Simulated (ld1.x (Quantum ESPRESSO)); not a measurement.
## Before and after: TM semilocal potential for technetium (Tc)

- Element: technetium
- Generator: ld1.x (Quantum ESPRESSO) 7.5
- Type: norm-conserving Troullier–Martins (semilocal form)
- Functional: BLYP
- Relativity: scalar-relativistic
- Frozen core: [Ar] 3d10 4s2
- Valence charge: 13
- Reference configuration: 4p6 4d5 5s0 5p0 (charge +2)
- Partial waves: 5s (bound, empty): rc 2.10 bohr; 4p (bound): rc 1.25 bohr; 4d (bound): rc 1.20 bohr
- Local potential: the d channel
- Core correction: none

All-electron outer shells of the reference configuration (BLYP, scalar-relativistic, ld1.x):

| shell | level (eV) | outermost node (bohr) | outermost maximum (bohr) |
| --- | --- | --- | --- |
| 4s | -89.53 | 0.50 | 0.95 |
| 4p | -61.47 | 0.51 | 1.03 |
| 4d | -22.42 | 0.50 | 1.27 |
| 5s | -18.62 | 1.27 | 2.53 |
| 5p | -13.31 | 1.43 | 3.01 |

Change: wave 4p (bound): rc 1.25 bohr becomes 4p (bound): rc 1.10 bohr.

Cutoffs: the cutoffs (Ry, on a coarse ladder) from which the occupation-weighted sum of valence levels, in a spherical-Bessel basis at the reference potential, stays within 10 and 1 mRy of its value at 400 Ry; they do not see the model core or the augmentation charge, which bear on the density cutoff. Errors are all-electron minus pseudo energies relative to the spin-unpolarised reference configuration.

**Question.** Predict the effect on cutoff, ghosts and configuration errors.

**Answer.** The potential gets harder (100 Ry and 140 Ry → 110 Ry and 160 Ry); of the 7 tests that both files solve, the error grows in 1 and shrinks in 0 by more than 15 % and 0.3 meV (median size 26.9 → 31.7 meV); the range in which the p phases agree widens (upper end 0.0 → at the end of the scan); neither file shows a bound ghost. A smaller radius makes the pseudo-wave follow the all-electron one further in, where it bends more sharply, so more plane waves are needed. A semilocal file is local in each channel, so a ghost entry of none says nothing of the separable form that plane-wave codes build from it.

```tsv
quantity	base	changed
cutoff, loose	100 Ry	110 Ry
cutoff, tight	140 Ry	160 Ry
loose cutoff by channel (10 mRy a level)	p 55 Ry, d 45 Ry	p 60 Ry, d 45 Ry
bound ghosts	none	none
error for 4p6 4d5 5s2 5p0, meV [ΔE -23.09 eV]	+11	+10
error for 4p6 4d5 5s1 5p0, meV [ΔE -14.97 eV]	+3.3	+3.1
error for 4p6 4d4 5s0 5p0, meV [ΔE 28.61 eV]	+1.0	+0.8
error for 4p6 4d4 5s2 5p1, meV [ΔE -16.57 eV]	-27	-32
error for 4p6 4d4 5s2 5p0, meV [ΔE -11.63 eV]	-63	-64
error for 4p6 4d5 5s0 5p2, meV [ΔE -15.33 eV]	+47	+41
error for 4p5 4d5 5s2 5p0, meV [ΔE 28.20 eV]	-161	-161
s: phases at 2.30 bohr within 0.05 rad from the reference energy up to (Ry; the scan ends near 5)	-0.8	-0.8
p: phases at 2.30 bohr within 0.05 rad from the reference energy up to (Ry; the scan ends near 5)	0.0	to the end of the scan
d: phases at 2.30 bohr within 0.05 rad from the reference energy up to (Ry; the scan ends near 5)	2.3	2.3
```
